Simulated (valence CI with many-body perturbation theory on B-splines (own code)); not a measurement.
# E1 line list for Au LXXV

Method: valence CI with perturbative core correlation (CI+MBPT): three valence electrons over a frozen Dirac-Fock core [He], radial functions for each j: 11 s, 11 p, 10 d, 8 f, 5 g, 2 h, with the one-electron correlation potential Σ1, the two-electron term Σ2, the three-electron term Σ3, Breit, model QED; selected CI, second order for the rest, scaled by the run's own slope (own B-spline code, finite nucleus).

No measured spectrum was set against this ion. As an estimate, large intervals hold to a few tenths of a per cent, small ones and those within an open d or f shell to about a per cent.

Lines 201 to 250 of 575 in falling wavelength, among levels below 147820 × 10³ cm⁻¹, chosen from the strongest by gf and those to the six lowest levels. Wavelengths and rates use the calculated energies. Electric multipoles are in the length gauge, E1 and E2 with the static RPA response of the core. Weak lines are less certain than strong ones. Lines between different terms over intervals too small for the method are left out, as are lines whose strength nearly cancels. The highest levels of a list are the least certain.

Levels are named by their leading jj configuration (3d3/2^4 stands for four electrons in 3d with j = 3/2), which in mixed levels can hold well under half, so a name can repeat and another be missing. Letters in brackets count levels of one name in rising energy.

```csv
λ vac (Å),Upper,Lower,A (s⁻¹),log gf,Branch %
5.407,(2p3/2^2 3d5/2) J=7/2,(2s 2p3/2 3d5/2) J=5/2 [a],6.97e+12,-0.61,14.5
5.406,(2p3/2^2 3p1/2) J=1/2,(2s 2p3/2 3p1/2) J=3/2 [b],2.43e+13,-0.67,2.5
5.405,(2p3/2^2 3s) J=1/2,(2s 2p3/2 3s) J=3/2 [b],2.37e+13,-0.68,7.9
5.405,(2p3/2^2 3d5/2) J=1/2,(2s 2p3/2 3d5/2) J=3/2 [a],1.50e+13,-0.88,1.2
5.404,(2p3/2^2 3d3/2) J=3/2 [b],(2s 2p3/2 3d3/2) J=5/2 [b],1.89e+13,-0.48,0.9
5.403,(2p3/2^2 3p1/2) J=1/2,(2s 2p3/2 3p1/2) J=1/2,1.17e+13,-0.99,1.2
5.402,(2s 2p3/2 3p1/2) J=1/2,(2s^2 3p1/2) J=1/2,2.31e+13,-0.69,3.7
5.402,(2p1/2 2p3/2 3s) J=5/2,(2s 2p1/2 3s) J=3/2,1.59e+13,-0.38,6.4
5.402,(2p1/2 2p3/2 3d3/2) J=1/2 [b],(2s 2p1/2 3d3/2) J=1/2,1.46e+13,-0.89,0.5
5.401,(2s 2p3/2 3s) J=1/2,(2s^2 3s) J=1/2,2.30e+13,-0.70,4.3
5.400,(2s 2p3/2 3p1/2) J=3/2 [b],(2s^2 3p1/2) J=1/2,2.23e+13,-0.41,5.3
5.399,(2p1/2 2p3/2 3p1/2) J=1/2,(2s 2p1/2 3p1/2) J=1/2 [a],1.51e+13,-0.88,1.4
5.399,(2p1/2 2p3/2 3d5/2) J=3/2 [b],(2s 2p1/2 3d5/2) J=5/2 [b],1.18e+13,-0.69,0.5
5.392,(2p1/2 2p3/2 3d5/2) J=7/2 [b],(2s 2p1/2 3d5/2) J=7/2,8.27e+12,-0.54,0.2
5.391,(2p1/2 2p3/2 3p3/2) J=5/2 [b],(2s 2p1/2 3p3/2) J=3/2 [b],7.21e+12,-0.72,0.8
5.391,(2p1/2 2p3/2 3d3/2) J=3/2 [a],(2s 2p1/2 3d3/2) J=3/2 [a],1.31e+13,-0.64,1.8
5.390,(2p3/2^2 3d3/2) J=3/2 [b],(2s 2p3/2 3d3/2) J=3/2 [b],7.93e+12,-0.86,0.4
5.390,(2p1/2 2p3/2 3p3/2) J=5/2 [b],(2s 2p1/2 3p3/2) J=5/2,8.50e+12,-0.65,0.9
5.390,(2p1/2 2p3/2 3d3/2) J=5/2 [a],(2s 2p1/2 3d3/2) J=3/2 [a],7.44e+12,-0.71,2.6
5.390,(2p3/2^2 3p3/2) J=3/2 [b],(2s 2p3/2 3p3/2) J=5/2 [b],1.42e+13,-0.61,2.2
5.388,(2s 2p3/2 3d5/2) J=5/2 [b],(2s^2 3d5/2) J=5/2,1.83e+13,-0.32,0.7
5.387,(2p3/2^2 3s) J=1/2,(2s 2p3/2 3s) J=1/2,1.20e+13,-0.98,4.0
5.386,(2p1/2 2p3/2 3d5/2) J=1/2,(2s 2p1/2 3d5/2) J=3/2,1.64e+13,-0.85,0.7
5.385,(2p1/2 2p3/2 3p1/2) J=3/2 [a],(2s 2p1/2 3p1/2) J=1/2 [a],9.59e+12,-0.78,0.9
5.385,(2s 2p3/2 3p3/2) J=3/2 [b],(2s^2 3p3/2) J=3/2,2.20e+13,-0.42,6.3
5.382,(2s 2p3/2 3s) J=3/2 [b],(2s^2 3s) J=1/2,2.17e+13,-0.42,8.2
5.382,(2s 2p3/2 3d3/2) J=1/2 [b],(2s^2 3d3/2) J=3/2,2.34e+13,-0.69,0.9
5.382,(2p1/2 2p3/2 3d5/2) J=3/2 [a],(2s 2p1/2 3d5/2) J=5/2 [a],6.93e+12,-0.92,0.4
5.378,(2p1/2 2p3/2 3d5/2) J=5/2 [a],(2s 2p1/2 3d5/2) J=5/2 [a],6.03e+12,-0.80,0.3
5.378,(2p3/2^2 3p3/2) J=5/2,(2s 2p3/2 3p3/2) J=3/2 [a],5.76e+12,-0.82,0.9
5.378,(2p3/2^2 3d5/2) J=3/2,(2s 2p3/2 3d5/2) J=1/2,5.80e+12,-1.00,0.2
5.376,(2s 2p3/2 3d5/2) J=3/2 [b],(2s^2 3d5/2) J=5/2,1.78e+13,-0.51,0.9
5.375,(2p3/2^2 3d5/2) J=5/2 [b],(2s 2p3/2 3d5/2) J=7/2 [b],9.90e+12,-0.59,0.6
5.374,(2s 2p3/2 3p3/2) J=1/2 [b],(2s^2 3p3/2) J=3/2,2.15e+13,-0.73,57.4
5.374,(2p1/2 2p3/2 3s) J=3/2 [a],(2s 2p1/2 3s) J=1/2 [a],1.33e+13,-0.64,5.9
5.373,(2p1/2 2p3/2 3d3/2) J=1/2 [a],(2s 2p1/2 3d3/2) J=3/2 [a],1.64e+13,-0.85,4.0
5.361,(2p3/2^2 3s) J=3/2,(2s 2p3/2 3s) J=3/2 [a],1.35e+13,-0.63,2.9
5.360,(2p3/2^2 3d3/2) J=7/2,(2s 2p3/2 3d3/2) J=7/2,1.41e+13,-0.31,0.7
5.358,(2p3/2^2 3d3/2) J=5/2,(2s 2p3/2 3d3/2) J=7/2,3.58e+12,-1.03,0.2
5.356,(2p3/2^2 3d3/2) J=3/2 [a],(2s 2p3/2 3d3/2) J=3/2 [a],7.84e+12,-0.87,0.4
5.354,(2s 2p1/2 2p3/2) J=1/2,(2s^2 2p1/2) J=1/2,2.44e+13,-0.68,99.7
5.350,(2p3/2^2 3p1/2) J=3/2,(2s 2p3/2 3p1/2) J=3/2 [a],1.57e+13,-0.57,1.6
5.350,(2s 2p1/2 2p3/2) J=3/2 [b],(2s^2 2p1/2) J=1/2,2.26e+13,-0.41,99.9
5.350,(2p3/2^2 3p3/2) J=7/2,(2s 2p3/2 3p3/2) J=7/2,1.48e+13,-0.30,2.4
5.350,(2p3/2^2 3p1/2) J=5/2,(2s 2p3/2 3p1/2) J=5/2,1.62e+13,-0.38,1.7
5.345,(2p1/2 2p3/2^2) J=3/2,(2s 2p1/2 2p3/2) J=5/2,1.90e+12,-1.49,5.5
5.343,(2p3/2^2 3d5/2) J=7/2,(2s 2p3/2 3d5/2) J=9/2,4.27e+12,-0.84,8.9
5.342,(2p3/2^2 3d5/2) J=9/2,(2s 2p3/2 3d5/2) J=9/2,1.37e+13,-0.23,29.1
5.341,(2p3/2^2 3d3/2) J=3/2 [a],(2s 2p3/2 3d3/2) J=5/2 [a],6.34e+12,-0.96,0.3
5.339,(2p3/2^2 3d5/2) J=5/2 [a],(2s 2p3/2 3d5/2) J=3/2 [a],4.54e+12,-0.93,0.2
```

Problem. How does gf follow from A for the line at 5.403 Å?

Solution. gf = 1.4992 × (2J+1)_upper × A / σ², with σ = 18508416 cm⁻¹ and 2J+1 = 2: gf = 0.102.
